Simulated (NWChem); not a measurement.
System: C5H7O, doublet; SMILES O=C1[CH]CCC1

```xyz
13

O     -0.0316     2.1604     0.0679
C     -0.0342     0.9270     0.0110
C     -1.1977     0.0561     0.0468
C     -0.8123    -1.3714    -0.1025
C      0.7115    -1.3880     0.2031
C      1.2036     0.0233    -0.1592
H     -2.2259     0.4435     0.1037
H     -1.4059    -2.0609     0.5363
H     -1.0114    -1.7091    -1.1515
H      0.8582    -1.5685     1.2881
H      1.2416    -2.1971    -0.3355
H      1.5264     0.0892    -1.2224
H      2.0488     0.3950     0.4522
```
Atoms are numbered in this order, from 1.

Results from NWChem. Pople sets run with spherical d functions. Spin-unrestricted. Geometry: optimised at PBE-D3(BJ)/def2-SVP, spin-unrestricted. No stability test was run on the SCF state. Vzz is the largest principal value of the second derivative of the potential at the nucleus (NWChem prints the opposite sign); η is the asymmetry. Non-relativistic.

```tsv
level	Vzz O1 (a.u.)	η O1
PBE/def2-SVP	-1.838	0.29
PBE/6-31G*	-1.801	0.25
CAM-B3LYP/6-31G*	___	0.29
CAM-B3LYP/def2-SVP	-1.956	0.34
```

Problem. What belongs in the gaps?

Solution. 
- CAM-B3LYP/6-31G*, Vzz O1 (a.u.): -1.915
